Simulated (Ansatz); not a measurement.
FH₃O₂Si₂, SMILES `O[Si]1(F)O[SiH2]1`, relaxed with RKS PBE0-D4/def2-TZVP in Ansatz 0.2.0 from a PBE-D4/def2-SVP geometry. The force threshold is 0.005 eV/Å; the program also tests the step.

Total charge 0; spin multiplicity 1.

Start:

```xyz
8

O    -0.713   -1.886    0.492
Si    0.028   -0.407    0.579
F     0.659   -0.274    2.081
O     1.113   -0.101   -0.678
Si   -0.037    1.233   -0.899
H    -0.845   -2.339    1.344
H     0.569    2.595   -0.710
H    -0.772    1.179   -2.209
```

```csv
step,energy (eV),largest force (eV/Å),largest move (Å)
1,-22608.9801,1.572,0.000
2,-22609.0610,0.985,0.029
3,-22609.0984,0.067,0.035
4,-22609.0990,0.056,0.006
5,-22609.0999,0.055,0.022
6 (rejected),-22609.0998,0.061,0.008
7,-22609.1000,0.009,0.004
8,-22609.1000,0.005,0.002
9,-22609.1000,0.004,0.004
10,-22609.1001,0.005,0.007
11,-22609.1001,0.003,0.002
```

End:

```xyz
8

O    -0.722   -1.837    0.505
Si    0.016   -0.396    0.579
F     0.652   -0.273    2.032
O     1.071   -0.086   -0.652
Si   -0.031    1.213   -0.889
H    -0.807   -2.342    1.316
H     0.570    2.558   -0.707
H    -0.749    1.163   -2.186
```

Run time 54 s (2 threads of an Arm Neoverse V1 on a shared host); peak host memory 0.44 GiB.
